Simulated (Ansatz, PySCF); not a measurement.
This PySCF input computes a PBE0/def2-TZVPD energy:

```python
from pyscf import gto, scf, dft

mol = gto.M(
    atom='''
    Si   -0.14069887   -0.56090446   -0.05555199
    N     1.37252960    0.56019948   -0.48180579
    N    -1.31019904    0.40125249    0.65502273
    H     0.51017148   -1.50255789    0.85955994
    H    -0.47629952   -1.03108119   -1.40242960
    H     1.75715854    1.00485851    0.35429602
    H     1.11294280    1.31275678   -1.12289822
    H    -1.42321252    0.49354423    1.65351261
    H    -2.08072600    0.80779805    0.14582652
    H     2.13343548    0.03718010   -0.92265797
    ''',
    basis='def2-tzvpd',
    charge=1,
    spin=0,
    verbose=4,
)

mf = dft.RKS(mol, xc='pbe0').density_fit(auxbasis='def2-universal-jkfit')
mf.grids.level = 3
mf.conv_tol = 1e-9
mf.max_cycle = 100
mf.max_memory = 1500
mf.kernel()
if not mf.converged:
    mf = mf.newton()
    mf.kernel(mf.make_rdm1())
mf.analyze()
```

**Question.** Write an input for the same energy in Ansatz (a program for electronic structure) and say what it gives.

**Answer.** 
Ansatz 0.2 input:
```yaml
crystal:
  periodic: [false, false, false]
  atoms:
    - {symbol: Si, position_ang: [-0.14069887, -0.56090446, -0.05555199]}
    - {symbol: N, position_ang: [1.37252960, 0.56019948, -0.48180579]}
    - {symbol: N, position_ang: [-1.31019904, 0.40125249, 0.65502273]}
    - {symbol: H, position_ang: [0.51017148, -1.50255789, 0.85955994]}
    - {symbol: H, position_ang: [-0.47629952, -1.03108119, -1.40242960]}
    - {symbol: H, position_ang: [1.75715854, 1.00485851, 0.35429602]}
    - {symbol: H, position_ang: [1.11294280, 1.31275678, -1.12289822]}
    - {symbol: H, position_ang: [-1.42321252, 0.49354423, 1.65351261]}
    - {symbol: H, position_ang: [-2.08072600, 0.80779805, 0.14582652]}
    - {symbol: H, position_ang: [2.13343548, 0.03718010, -0.92265797]}
basis:
  gaussian:
    orbitals: def2-TZVPD
hamiltonian:
  xc: {name: PBE0}
total_charge: 1
output: {forces: true}
```
It gives -402.82529 Eh, and PySCF -402.82538 Eh, a difference of 0.09 mEh, from the treatment of integrals and grids.

It need not be the lowest isomer of its formula.
